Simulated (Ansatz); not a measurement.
The cluster HfSi3⁻ (the lowest doublet isomer of a short search). Charge -1, multiplicity 2. Geometry PBE-D4/def2-SVPD, basis def2-TZVPD, Ansatz.

```xyz
4

Hf    1.327    0.622   -0.315
Si    0.113   -1.542    0.105
Si   -0.479    0.420    1.421
Si   -0.961    0.500   -1.210
```

| run | HOMO (eV) | LUMO (eV) |
| --- | --- | --- |
| A | 0.34 | 0.58 |
| B | 0.59 | 0.96 |
| C | 0.39 | 0.83 |
| D | 0.30 | 0.69 |
| E | -0.25 | 1.26 |

In the def2 sets Hf takes a core potential; there is no spin–orbit coupling. B3LYP takes the VWN-RPA correlation. The structure comes from a short search, and lower isomers may exist.

HOMO and LUMO are taken over both spins.

Problem. The runs used B3LYP, B97M-V, BLYP, LDA (SPW92), PBE. Estimate which is which.

Solution. A LDA (SPW92) (0 % exact exchange); B BLYP (0 % exact exchange); C PBE (0 % exact exchange); D B97M-V (0 % exact exchange); E B3LYP (20 % exact exchange). Exact exchange lowers occupied and raises empty levels; among semilocal functionals meta-GGAs tend to open the gap a little, and such runs are hard to tell apart. The gap grows from 0.24 eV (LDA (SPW92)) to 1.51 eV (B3LYP). At LDA (SPW92)/def2-TZVPD, BLYP-D4/def2-TZVPD, PBE-D4/def2-TZVPD, B97M-V/def2-TZVPD the highest occupied level of the charge -1 doublet lies above zero (up to 0.59 eV). By energy differences its removal costs 1.68 eV (vertical, to the charge 0 triplet, at PBE-D4/def2-TZVPD). At PBE-D4/def2-TZVPD, B3LYP-D4/def2-TZVPD the charge -1 doublet is spin-contaminated (final ⟨S²⟩ up to 0.96, 0.75 for a pure state).
